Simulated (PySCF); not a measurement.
Ligand exchange on a metal centre used in film growth or etching (Zn Cl-CH3). All species are isolated molecules in the gas phase. One relaxed conformer stands for each flexible species; it need not be the lowest.

The charge on the central atom (Mulliken) from two functionals at the same geometries (TPSS-D3(BJ)/def2-SVP), both in PySCF: PBE-D3(BJ)/def2-TZVP and TPSSh-D3(BJ)/def2-TZVP. 

```
species                                 PBE-D3(BJ)/def2-TZVP (e)  TPSSh-D3(BJ)/def2-TZVP (e)
--------------------------------------  ------------------------  --------------------------
0 of 2 Cl replaced by CH3 ([Zn(Cl)2])                       0.54                        0.62
1 of 2 Cl replaced by CH3                                   0.38                        0.45
2 of 2 Cl replaced by CH3 ([Zn(CH3)2])                      0.31                        0.35
```

Over these rows, drawn at random from the members with no instability flagged (it was tested for open shells, ions and some series alone), PBE minus TPSSh-D3(BJ): mean -0.07 e, from -0.08 e to -0.05 e.
